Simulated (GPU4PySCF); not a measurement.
## A small calculation by hand: oscillator strength and radiative lifetime

C8H12CuN4, SMILES CC#[N]->[Cu+](<-[N]#CC)(<-[N]#CC)<-[N]#CC, charge +1, multiplicity 1.

Geometry optimised at PBE0-D3(BJ)/def2-TZVP. The multiplicity is an assumed one; other spin states were not compared. The isomer is the one that the SMILES or the coordinates give; other isomers of the formula were not compared.

TDDFT-PBE/def2-SVPD run with GPU4PySCF puts the first singlet state with f over 0.02 at 4.35 eV (vertical), with the transition dipole (0.076, 0.327, -0.431) in atomic units.

### Question
Find the oscillator strength, the wavelength and the radiative lifetime that this transition would have in vacuum if emission retraced absorption.

### Answer

|μ|² = 0.2985 au, so |μ| = 1.39 D. ΔE = 4.35/27.211 = 0.1599 hartree. f = (2/3) ΔE |μ|² = 0.032 (the program prints 0.032).
λ = 1239.84/4.35 = 285 nm; ν = 35085 cm⁻¹.
Einstein's coefficient A = 0.6670 ν² f s⁻¹ (ν in cm⁻¹) = 2.6e7 s⁻¹, so τ = 1/A = 38 ns. This state is S6; the lower singlets have f = 0.000, 0.000, 0.000, 0.000, 0.000. The figure is the radiative limit of this one transition; relaxation, internal conversion, crossing to triplets and a medium change what is measured.
